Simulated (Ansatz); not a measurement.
Pulling on the Be1–H2 bond in BeH2O (SMILES [BeH][OH]) (multiplicity 1 held, fragments rigid). Energies count from the point at 1.328 Å.
Geometry at that point (charge 0, multiplicity 1):
```xyz
4

Be    -0.78408    -0.35296     0.02982
H     -1.99530    -0.89493     0.07985
O      0.51114     0.18522    -0.07360
H      1.04250     0.82503     0.38969
```

R- and RO- levels are restricted; in cc, def2 and unpolarised 6-31G sets they are followed outwards from rest. U- levels take the lowest unrestricted solution at each point, which mixes spins at long bonds. Active spaces are followed from a long bond inwards. Curves can end on different states.

Cores are frozen in the correlated methods.

Codes used: Ansatz (Gaussian basis) for Hartree–Fock, density functionals and correlated methods. Each number belongs to the level named beside it.

Question: One of these levels gives 141.00 kcal/mol for the energy at R = 4.249 Å. Which one is it?
A. R-r2SCAN/aug-cc-pVTZ
B. U-PBE/aug-cc-pVTZ
C. R-wB97X-V/aug-cc-pVTZ
D. CASSCF(2,2)/aug-cc-pVTZ

Answer: C, R-wB97X-V/aug-cc-pVTZ. The others give 89.45 (U-PBE/aug-cc-pVTZ), 120.81 (R-r2SCAN/aug-cc-pVTZ), 80.20 (CASSCF(2,2)/aug-cc-pVTZ)

Doubts at one or more of the structures used: a spin-contaminated determinant (U-PBE/aug-cc-pVTZ); a restricted determinant that unrestricted orbitals would lower (R-r2SCAN/aug-cc-pVTZ, R-wB97X-V/aug-cc-pVTZ).

Ansatz is a program for electronic structure.
